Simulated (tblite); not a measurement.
Species: C₃H₈SeSi.
Numbering: `[CH3:1][C@H:2]1[CH2:3][SiH2:4][Se:5]1` (hydrogens: H6, H7, H8 on C1; H9 on C2; H10, H11 on C3; H12, H13 on Si4)

Computed with GFN2-xTB (tblite), gas phase: L-BFGS steps from a force-field or distance-geometry start until the largest atomic force falls under 0.01 eV/Å.

Step 71: E = -419.4259 eV
```
atom  x, y, z in Å  |  force x, y, z in eV/Å
C1      1.7206   -0.3722   -0.2781   -0.011   0.038   0.011
C2      0.6043    0.3541    0.4399   -0.032  -0.001  -0.018
C3     -0.5903    0.7096   -0.4636    0.018  -0.060   0.060
Si4    -1.9251   -0.3962    0.3275    0.027  -0.008  -0.042
Se5    -0.2635   -0.8398    1.8305    0.062  -0.001   0.042
H6      2.1610    0.2784   -1.0337   -0.023  -0.002  -0.022
H7      2.5032   -0.6591    0.4220   -0.018  -0.034   0.013
H8      1.3361   -1.2685   -0.7621    0.037   0.005  -0.007
H9      0.9993    1.2219    0.9727   -0.008  -0.004  -0.004
H10    -0.3777    0.4732   -1.5042    0.025   0.016  -0.028
H11    -0.8181    1.7723   -0.4139   -0.008   0.026  -0.004
H12    -3.0659    0.2895    0.9191   -0.036   0.021  -0.004
H13    -2.2880   -1.5626   -0.4738   -0.032   0.003   0.004
```

Step 72: E = -419.4264 eV
```
atom  x, y, z in Å  |  force x, y, z in eV/Å
C1      1.7268   -0.3666   -0.2772   -0.023   0.027   0.006
C2      0.6021    0.3495    0.4392   -0.004   0.001  -0.016
C3     -0.5909    0.7030   -0.4666    0.011  -0.033   0.034
Si4    -1.9304   -0.3934    0.3298    0.008  -0.014  -0.024
Se5    -0.2623   -0.8544    1.8241    0.040   0.008   0.011
H6      2.1662    0.2894   -1.0294   -0.029  -0.009  -0.008
H7      2.5080   -0.6520    0.4254   -0.020  -0.025   0.008
H8      1.3508   -1.2646   -0.7662    0.039   0.025   0.001
H9      0.9895    1.2178    0.9776   -0.011  -0.016  -0.010
H10    -0.3786    0.4568   -1.5061    0.018   0.021   0.002
H11    -0.8137    1.7684   -0.4270   -0.001  -0.011  -0.004
H12    -3.0623    0.3016    0.9330   -0.003   0.001  -0.023
H13    -2.3094   -1.5549   -0.4741   -0.024   0.027   0.023
```

Step 73: E = -419.4268 eV
```
atom  x, y, z in Å  |  force x, y, z in eV/Å
C1      1.7341   -0.3594   -0.2761   -0.025   0.006   0.000
C2      0.5997    0.3438    0.4380    0.018   0.002  -0.007
C3     -0.5912    0.6947   -0.4703    0.000  -0.007   0.010
Si4    -1.9361   -0.3898    0.3325   -0.011  -0.024  -0.001
Se5    -0.2605   -0.8711    1.8162    0.014   0.013  -0.014
H6      2.1725    0.3029   -1.0234   -0.028  -0.009   0.004
H7      2.5127   -0.6447    0.4297   -0.020  -0.011   0.001
H8      1.3682   -1.2581   -0.7721    0.033   0.030   0.003
H9      0.9780    1.2122    0.9828   -0.010  -0.016  -0.011
H10    -0.3804    0.4375   -1.5080    0.016   0.019   0.018
H11    -0.8084    1.7624   -0.4420    0.004  -0.032  -0.003
H12    -3.0580    0.3155    0.9473    0.025  -0.014  -0.037
H13    -2.3349   -1.5453   -0.4722   -0.015   0.041   0.036
```

Problem. Estimate the geometry and energy of step 74. (The exact step hangs on the optimiser's Hessian estimate; all steps are aligned on step 73, rigid shifts and turns removed.)

Solution. E = -419.4273 eV, largest force 0.065 eV/Å
```
atom  x, y, z in Å  |  force x, y, z in eV/Å
C1      1.7426   -0.3503   -0.2747   -0.017  -0.017  -0.011
C2      0.5973    0.3367    0.4363    0.032   0.002   0.010
C3     -0.5912    0.6842   -0.4746   -0.013   0.023  -0.018
Si4    -1.9425   -0.3851    0.3363   -0.024  -0.032   0.024
Se5    -0.2584   -0.8908    1.8059   -0.013   0.012  -0.031
H6      2.1797    0.3201   -1.0155   -0.019  -0.003   0.019
H7      2.5174   -0.6372    0.4349   -0.015   0.008  -0.007
H8      1.3891   -1.2482   -0.7803    0.019   0.017  -0.001
H9      0.9643    1.2047    0.9892   -0.009  -0.004  -0.009
H10    -0.3824    0.4139   -1.5099    0.014   0.015   0.030
H11    -0.8016    1.7538   -0.4602    0.005  -0.041  -0.001
H12    -3.0527    0.3316    0.9621    0.045  -0.020  -0.043
H13    -2.3658   -1.5327   -0.4672   -0.008   0.041   0.037
```

The energy changes by -0.0005 eV. The first-order estimate −F·Δx gives -0.0007 eV and the mean of the old and new forces, exact on a quadratic surface, -0.0005 eV. The step makes an angle of 85° with the force vector and moves no atom by more than 0.034 Å.

The cost below is that of the whole relaxation. The run took 1.6 s on Intel Xeon at 2.50 GHz, one thread, shared host with 64 logical CPUs at a one-minute load of 63.
